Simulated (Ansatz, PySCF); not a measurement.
2-fluoropenta-1,4-diene (C5H7F), SMILES C=CCC(=C)F. Atoms are numbered in the order given.

```xyz
13

C      2.4906     0.4483     0.2336
C      1.4241    -0.3304     0.4078
C      0.0681     0.1554     0.8313
C     -0.9914    -0.1484    -0.1777
C     -2.0683    -0.9139    -0.0233
F     -0.7561     0.4459    -1.3527
H      2.4383     1.5307     0.3901
H      3.4548     0.0350    -0.0729
H      1.5084    -1.4100     0.2323
H     -0.2236    -0.3117     1.7855
H      0.1008     1.2466     0.9930
H     -2.2611    -1.4015     0.9320
H     -2.7698    -1.0579    -0.8465
```

Coordinates come from a PBE0-D3(BJ)/def2-SVP optimisation. Other conformers were not sampled.

Two levels are set side by side: PBE-D3(BJ)/def2-SVP (Ansatz, a first-principles code) and PBE0-D3(BJ)/def2-SVP (Ansatz). Each level has its own optimised geometry; the coordinates shown are those of the second. Frequencies come from the Hessian of PySCF at each geometry. Differences are taken from unrounded values.

```tsv
quantity	PBE0-D3(BJ)
mean bond length (Å)	1.222
bond C1–C2 (Å)	1.332
bond C2–C3 (Å)	1.501
bond C3–C4 (Å)	1.494
bond C4–C5 (Å)	1.330
bond C4–F6 (Å)	1.338
bond C1–H7 (Å)	1.095
bond C1–H8 (Å)	1.093
bond C2–H9 (Å)	1.097
bond C3–H10 (Å)	1.102
bond C3–H11 (Å)	1.104
bond C5–H12 (Å)	1.090
bond C5–H13 (Å)	1.091
highest harmonic wavenumber (cm⁻¹)	3308
mean harmonic wavenumber (cm⁻¹)	1412
zero-point energy (kcal/mol)	66.59
```

Q: What does PBE-D3(BJ) give, and how far is it from PBE0-D3(BJ)? (The exact figures need the calculation; the answer reports its results.)

A: 
```json
[
 {"quantity": "mean bond length (Å)", "PBE-D3(BJ)": "1.231", "PBE-D3(BJ) minus PBE0-D3(BJ)": "0.009"},
 {"quantity": "bond C1–C2 (Å)", "PBE-D3(BJ)": "1.342", "PBE-D3(BJ) minus PBE0-D3(BJ)": "0.011"},
 {"quantity": "bond C2–C3 (Å)", "PBE-D3(BJ)": "1.509", "PBE-D3(BJ) minus PBE0-D3(BJ)": "0.008"},
 {"quantity": "bond C3–C4 (Å)", "PBE-D3(BJ)": "1.503", "PBE-D3(BJ) minus PBE0-D3(BJ)": "0.009"},
 {"quantity": "bond C4–C5 (Å)", "PBE-D3(BJ)": "1.342", "PBE-D3(BJ) minus PBE0-D3(BJ)": "0.012"},
 {"quantity": "bond C4–F6 (Å)", "PBE-D3(BJ)": "1.353", "PBE-D3(BJ) minus PBE0-D3(BJ)": "0.015"},
 {"quantity": "bond C1–H7 (Å)", "PBE-D3(BJ)": "1.103", "PBE-D3(BJ) minus PBE0-D3(BJ)": "0.008"},
 {"quantity": "bond C1–H8 (Å)", "PBE-D3(BJ)": "1.101", "PBE-D3(BJ) minus PBE0-D3(BJ)": "0.008"},
 {"quantity": "bond C2–H9 (Å)", "PBE-D3(BJ)": "1.105", "PBE-D3(BJ) minus PBE0-D3(BJ)": "0.008"},
 {"quantity": "bond C3–H10 (Å)", "PBE-D3(BJ)": "1.110", "PBE-D3(BJ) minus PBE0-D3(BJ)": "0.009"},
 {"quantity": "bond C3–H11 (Å)", "PBE-D3(BJ)": "1.112", "PBE-D3(BJ) minus PBE0-D3(BJ)": "0.009"},
 {"quantity": "bond C5–H12 (Å)", "PBE-D3(BJ)": "1.098", "PBE-D3(BJ) minus PBE0-D3(BJ)": "0.008"},
 {"quantity": "bond C5–H13 (Å)", "PBE-D3(BJ)": "1.099", "PBE-D3(BJ) minus PBE0-D3(BJ)": "0.008"},
 {"quantity": "highest harmonic wavenumber (cm⁻¹)", "PBE-D3(BJ)": "3216", "PBE-D3(BJ) minus PBE0-D3(BJ)": "-92"},
 {"quantity": "mean harmonic wavenumber (cm⁻¹)", "PBE-D3(BJ)": "1363", "PBE-D3(BJ) minus PBE0-D3(BJ)": "-48"},
 {"quantity": "zero-point energy (kcal/mol)", "PBE-D3(BJ)": "64.31", "PBE-D3(BJ) minus PBE0-D3(BJ)": "-2.28"}
]
```

Exact exchange shortens and stiffens bonds; PBE has none. Differences between two approximate levels are no errors against the true value.
